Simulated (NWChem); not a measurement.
## BrGe (+1)

```xyz
2

Ge     0.0000     0.0000     1.1674
Br     0.0000     0.0000    -1.0674
```
Charge +1, spin multiplicity 1.

Everything below was run with NWChem. The geometry was optimised at PBE/def2-SVP, a minimum by its harmonic frequencies.

Symmetry labels belong to the abelian group C2v used in the runs, with the axes of the coordinates shown; states degenerate in a higher group split over its labels.

The Hamiltonian is non-relativistic. The spin multiplicity of the parent species was assumed, not shown to be that of its ground state. The structure started from a generated list of species.

Problem. List the lowest 3 singlet excitations that CIS/def2-SVPD gives, with oscillator strengths.

Solution. 
```csv
state,symmetry,energy (eV),wavelength (nm),f
1,b1,5.05,245,0.049
2,b2,5.05,245,0.049
3,a2,5.42,229,0.000
```
